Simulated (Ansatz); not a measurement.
Reaction (cleavage of the Si–Sn bond): `[CH3][SnH2][SiH3]` + `[NH2][AlH2]` → `[AlH2][NH][SiH3]` + `[CH3][SnH3]`

Gas-phase electronic energies from Ansatz, PBE0-D4/def2-TZVP geometries. CCSD(T)/CBS is the MP2 limit (def2-TZVPP, def2-QZVPP) plus CCSD(T) − MP2 in def2-TZVPP, frozen cores. This one scheme is used for every species. DFT in def2-TZVPP. Elements past krypton have def2 core potentials. For Sn outer-core shells are correlated without core-valence functions, which leaves a few kJ/mol of doubt a bond.

(1) Is it downhill or uphill in electronic energy at CCSD(T)/CBS, and by how much? (Best estimate.)

(2) What do these levels give: LDA (SPW92), BHLYP-D4, CAM-B3LYP, RPA@PBE/def2-TZVPP, CCSD/def2-TZVPP, SCS-MP2/def2-QZVPP? (Estimate.)

Largest T1 diagnostic among the species: 0.012.

Results:

(1) The calculation gave: Downhill: ΔE = -21.4 kJ/mol.

(2) The calculation gave: LDA (SPW92) -13.6, BHLYP-D4 -29.0, CAM-B3LYP -28.8, RPA@PBE/def2-TZVPP -29.8, CCSD/def2-TZVPP -28.5, SCS-MP2/def2-QZVPP -29.7 kJ/mol.

From PBE to PBE0 (25 % exact exchange), in def2-TZVPP and without D4, ΔE moves by −5.6 kJ/mol. In def2-TZVPP, CCSD(T) changes the Hartree–Fock value by +13.1 kJ/mol (the triples alone add +1.4 kJ/mol) and MP2 by +11.7 kJ/mol.
